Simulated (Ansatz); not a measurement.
The first iterations of a band of F3Ge2H3 + H2S (11 atoms, charge 0, multiplicity 1).

These are results of RKS PBE/def2-SVP in Ansatz, not measurements.

```
movable images  : 4
climbing image  : no
spring          : 5.0 eV/Å²
optimiser       : quadratic models (default)
start path      : through a guess of the saddle point
force threshold : 0.05 eV/Å
iteration limit : 60
end points      : relaxed
```

Image 0:

```xyz
11
Properties=species:S:1:pos:R:3
Ge 0.286 -0.094 0.188
Ge 0.270 0.039 2.623
H -0.598 -1.128 3.139
H 1.742 -0.135 3.072
H -0.287 1.416 3.030
F 1.798 -0.703 -0.444
F 0.049 1.426 -0.639
F -0.903 -1.167 -0.544
S -3.222 0.448 1.219
H -2.805 -0.313 0.166
H -3.463 -0.661 1.971
```

Image 5:

```xyz
11
Properties=species:S:1:pos:R:3
Ge -0.554 0.183 -0.754
Ge -0.282 -0.373 3.369
H -0.562 -1.183 4.659
H 0.682 -1.154 2.448
H 0.296 1.014 3.728
F 0.224 1.180 0.444
F -0.007 0.709 -2.310
F 0.132 -1.393 -0.506
S -2.742 0.271 -0.634
H -2.684 0.049 0.715
H -1.635 -0.177 2.622
```

| iteration | highest image above the first end (eV) | largest band force component (eV/Å) |
| --- | --- | --- |
| 1 | 28.724 | 71.800 |
| 2 | 12.141 | 35.146 |
| 3 | 4.913 | 18.159 |
| 4 | 2.185 | 8.854 |
| 5 | 1.763 | 4.548 |
| 6 | 1.461 | 2.124 |

Question: Does the band converge within its limit, and where does its top end?

Answer: The run converged. It ended after 18 iterations with the highest image 0.658 eV above the first end. No image climbed, so the highest image needn't sit at the top of the path. A band with more images between the same ends climbed to 2.00 eV, so this one has probably stepped over the top. The orbitals stay closed-shell, which can raise the energy where a bond breaks towards radicals; this wasn't checked here.

The run took 3.8 min on 4 threads of Arm Neoverse N1 (shared host), peak memory 0.24 GiB.
